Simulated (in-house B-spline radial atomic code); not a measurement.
Atomic self-consistent-field run: Sc³⁺. Computed with a radial B-spline atomic code at the basis-set limit: Dirac-Kohn-Sham wB97X, spherical fractional occupations, exact exchange averaged over the configuration, Fermi nucleus of rms radius 3.5459 fm.

Command:
```bash
python run_scf.py task.json out
```
Settings (nuclear radius in fm, mass in u):
```
Z                21
configuration    [Ne] 3s2 3p6
hamiltonian      dirac
method           wb97x
spin_polarised   False
nucleus          fermi
rms_radius       3.5459
atomic_mass      44.95591
speed_of_light   137.035999084
exact_exchange   averaged over the configuration
```

Output (hartree, bohr):
```
 radial grid: 68 intervals, B-splines of order 8, outer radius 18.6486 bohr

 iter        energy (Eh)    residual
    1        -757.658331    4.10e-01
    2        -762.068320    1.57e-01
    3        -762.611716    5.56e-02
    4        -762.674485    2.06e-02
    5        -762.682240    5.94e-03
    6        -762.683076    3.45e-04
    7        -762.683077    4.65e-05
    8        -762.683077    6.74e-05
    9        -762.683077    1.24e-06
   10        -762.683077    1.03e-07

 total energy                      -762.68308
 kinetic                             769.4935
 electron-nucleus                  -1791.2509
 Hartree                             297.4388
 exact exchange                       -8.4289
 exchange-correlation                -29.9356

 first-order corrections (not in the total)
   Gaunt                             0.2468
   retardation                      -0.0204
   frequency dependence             -0.0004
   self-energy                       0.1615
   Uehling                          -0.0122
   Wichmann-Kroll                    0.0000
   recoil                            0.0075

 orbital      occ     eigenvalue          <r>       <r^2>       <1/r>       r_max    small
 1s1/2      2.000      -163.7843    0.0730172  0.00717124     20.7757     0.04779  5.65e-03
 2s1/2      2.000       -19.0911     0.342707    0.139019     4.31403      0.2833  9.68e-04
 2p1/2      2.000       -15.9684     0.305567    0.115387     4.23644      0.2311  9.44e-04
 2p3/2      4.000       -15.7972     0.308154    0.117208     4.18778      0.2332  9.35e-04
 3s1/2      2.000        -3.4138      1.05621     1.28078     1.32505      0.9215  1.99e-04
 3p1/2      2.000        -2.5745      1.12277     1.47034     1.21362      0.9541  1.73e-04
 3p3/2      4.000        -2.5542      1.12942     1.48748     1.20423      0.9598  1.71e-04
```

Run time, properties included: 1.5 s on 1 thread of AMD EPYC 7R13 Processor, with other jobs on the host.

For the Dirac Hamiltonian the kinetic term is c α·p + (β - 1)c².
